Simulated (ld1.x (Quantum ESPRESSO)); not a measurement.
# What the settings do to the TM semilocal potential of nitrogen (N)

Base potential:

ld1.x (Quantum ESPRESSO) 7.5 input, shortened:

```
&input
   title='N', zed=7., rel=1, dft='PW91', iswitch=3,
   config='[He] 2s2 2p2.5'
 /
 &inputp
   pseudotype=1, tm=.true., lloc=1,
   nlcc=.true., new_core_ps=.true., rcore=0.70
 /
2
2S  1  0   2.00   0.00  0.95  0.95  0.0
2P  2  1   2.50   0.00  1.85  1.85  0.0
 &test
   configts(1)='2s2 2p2.5'
 /
```

All-electron outer shells of the reference configuration (PW91, scalar-relativistic, ld1.x):

| shell | level (eV) | outermost node (bohr) | outermost maximum (bohr) |
| --- | --- | --- | --- |
| 2s | -25.17 | 0.32 | 1.00 |
| 2p | -13.53 | – | 0.94 |

Cutoffs, loose and tight: the cutoffs (Ry, on a coarse ladder) from which the occupation-weighted sum of valence levels, in a spherical-Bessel basis at the reference potential, stays within 10 and 1 mRy of its value at 400 Ry. They do not see the model core or the augmentation charge, which bear on the density cutoff. Test errors are all-electron minus pseudo excitation energies from the reference, over the configurations 2s2 2p3; 2s2 2p2; 2s2 2p1; 2s1 2p3; 2s2 2p3.3; 2s2 2p0; 2s1 2p4. A dash means not determined; rows that change the core or the reference have their own tests.

In the semilocal form every listed channel keeps its own potential, so the choice of the local channel does not act on these tests. It acts once the file is put into the separable form.

A semilocal file is local in each channel, so a ghost entry of none says nothing of the separable form that plane-wave codes build from it.

| change | outcome | cutoff, loose | cutoff, tight | bound ghosts | largest test error (meV) |
| --- | --- | --- | --- | --- | --- |
| base | generated | 55 Ry | 140 Ry | none | +1049 |
| local potential the s channel | generated | 55 Ry | 140 Ry | none | +1049 |
| functional revPBE | generated | 55 Ry | 140 Ry | none | +1004 |
| all radii but the core radius scaled by about 0.86 (s 0.82, p 1.58 bohr) | generated | 55 Ry | 140 Ry | none | +620 |
| wave 2s (bound): rc 0.95 bohr becomes 2s (bound): rc 1.10 bohr | generated | 45 Ry | 110 Ry | none | +1091 |
| wave 2p (bound): rc 1.85 bohr becomes 2p (bound): rc 1.72 bohr | generated | 55 Ry | 140 Ry | none | +883 |
| core correction Bessel-smoothed model core inside 1.14 bohr | generated | 55 Ry | 140 Ry | none | +1053 |
| reference 2s2 2p1 | generated | 55 Ry | 140 Ry | none | +490 |
| form changed from semilocal to separable (Kleinman–Bylander), still TM | generated | 55 Ry | 140 Ry | none | +981 |
| core correction none | generated | 55 Ry | 140 Ry | none | +1059 |
| functional BLYP | generated | 55 Ry | 140 Ry | none | +1102 |
| wave 2p (bound): rc 1.85 bohr becomes 2p (bound): rc 2.04 bohr | generated | 55 Ry | 140 Ry | none | +1471 |

(1) What comes out with this change to the base: wave 2s (bound): rc 0.95 bohr becomes 2s (bound): rc 1.44 bohr?

Answers

(1) outcome: generated; cutoff, loose: 40 Ry; cutoff, tight: 70 Ry; bound ghosts: none; largest test error (meV): +1256.
